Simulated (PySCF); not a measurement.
BrH3S3Ti, SMILES [SH][Ti]([SH])([SH])[Br], multiplicity 1.

The structure is a stationary point at PBE0-D3(BJ)/def2-SVP. The spin state was assumed, not searched. Other conformers were not sampled.

Two levels are set side by side: TDA-PBE/def2-SVPD (PySCF) and TDA-PBE0/def2-SVPD (PySCF). Vertical, same geometry. The lowest singlet is HOMO→LUMO 94 % with PBE and HOMO→LUMO 90 % with the other functional; states are paired by order. Differences are taken from unrounded values.

```csv
quantity,TDA-PBE
lowest singlet excitation (eV),2.86
lowest triplet excitation (TDA) (eV),2.67
```

Question: These are the TDA-PBE values. What does TDA-PBE0 give? (The exact figures need the calculation; the answer reports its results.)

Answer: 
| quantity | TDA-PBE0 | TDA-PBE minus TDA-PBE0 |
|---|---|---|
| lowest singlet excitation (eV) | 3.32 | -0.46 |
| lowest triplet excitation (TDA) (eV) | 2.99 | -0.32 |

Functionals without exact exchange tend to place singlet excitations lower, as here. Differences between two approximate levels are no errors against the true value.

Rough cost on one machine, each run with all the roots and properties that it gave: TDA-PBE0 against TDA-PBE about 4 times.
